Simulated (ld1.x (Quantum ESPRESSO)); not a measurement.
# Configuration tests for vanadium (V) (TM semilocal)

* Element: vanadium (V)
* Generator: ld1.x (Quantum ESPRESSO) 7.5
* Type: norm-conserving Troullier–Martins (semilocal form)
* Functional: LDA (PZ)
* Relativity: scalar-relativistic
* Frozen core: [Ar]
* Valence charge: 5
* Reference configuration: 3d3 4s1 4p1
* Partial waves: 4s (bound): rc 2.80 bohr; 3d (bound): rc 1.40 bohr; 4p (bound): rc 3.15 bohr
* Local potential: the p channel
* Core correction: a·sin(br)/r model core, default radius (core density twice the valence density)

Energies are relative to the spin-unpolarised reference configuration 3d3 4s1 4p1; without spin polarisation the order of configurations can differ from experiment. Spin-polarised rows fill each open shell by Hund’s rule, majority spin first. The frozen-core shift is the all-electron ΔE with the core orbitals held at their reference shape minus the fully relaxed ΔE.

```
       valence configuration  charge  ΔE all-electron (eV)  error AE − PS (meV)  frozen-core shift (meV)
                 3d3 4s2 4p0       0                -3.409                 -1.7                     +0.3
                 3d3 4s1 4p0      +1                 4.533                 -2.5                     +0.7
               3d3 4s1.5 4p0    +0.5                -0.229                 -1.3                     +0.2
             3d3.5 4s1.5 4p0       0                -3.381                  -40                      +29
                 3d4 4s0 4p0      +1                 3.970                 -231                     +129
3d3 4s1 4p1 (spin-polarised)       0                -2.766                 +788                     +2.4
3d3 4s2 4p0 (spin-polarised)       0                -5.037                 +770                     +6.6
```

(1) What are ΔE and the potential's error for 3d2 4s2 4p1?

(2) What are ΔE and the potential's error for 3d3 4s0 4p0?

Results:

(1) ΔE = 2.501 eV all-electron; the error (AE − PS) is -294 meV.

(2) ΔE = 19.078 eV all-electron; the error (AE − PS) is -26 meV.
